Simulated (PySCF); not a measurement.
F₆Si₂, charge +1, doublet, at a GFN2-xTB geometry (a state made from the parent by changing its charge; the spin is typed, not shown lowest). Base run: PySCF with MP2/STO-3G.

Input for PySCF:
```python
from pyscf import gto, scf, mp

mol = gto.M(
    atom='''
F     1.757304   -0.242048   -1.310084
Si    1.209132   -0.057478    0.134169
F     1.598167    1.300970    0.785087
F     1.444893   -1.287115    1.057659
Si   -1.209132    0.057478   -0.134169
F    -1.444893    1.287115   -1.057659
F    -1.598167   -1.300970   -0.785087
F    -1.757304    0.242048    1.310084
''',
    basis='sto-3g',
    charge=1,
    spin=1,
    verbose=4,
)

mf = scf.UHF(mol)
mf.kernel()

pt = mp.MP2(mf, frozen=16)
pt.kernel()
print('E(MP2) = %.10f' % pt.e_tot)
```

Each row names what was changed in the base input (with any setting that the change needs).

| change | basis functions | E (Eh) | MP2 correlation (Eh) | SCF-reference HOMO (eV) |
|---|---|---|---|---|
| base | 48 | -1159.47064 | -0.18693 | -15.65 |
| basis = 3-21G | 80 | -1168.93663 | -0.82059 | -20.85 |
| basis = pcseg-0 | 80 | -1172.67939 | -0.85702 | -21.36 |
| basis = 6-31G | 80 | -1174.87866 | -0.85709 | -21.78 |
| basis = def2-SVP | 120 | -1175.05503 | -1.28126 | -22.04 |
| basis = pcseg-1 | 120 | -1175.48389 | -1.27369 | -22.25 |
| basis = cc-pVDZ | 120 | -1175.72737 | -1.29642 | -21.88 |
| basis = pc-1 | 120 | -1175.53681 | -1.27347 | -22.12 |
| basis = def2-SV(P) | 120 | -1175.05503 | -1.28126 | -22.04 |
| basis = 6-31G** | 120 | -1175.62338 | -1.18175 | -21.84 |
| basis = 6-31G* | 120 | -1175.62338 | -1.18175 | -21.84 |
| basis = cc-pV(D+d)Z | 130 | -1175.77505 | -1.29907 | -21.98 |

Totals compare only among sets that treat the same electrons; sets with core potentials leave the core out.

Open shells are given as the SCF converged; they aren't shown to be the lowest states, and a large step between rows can be another state.
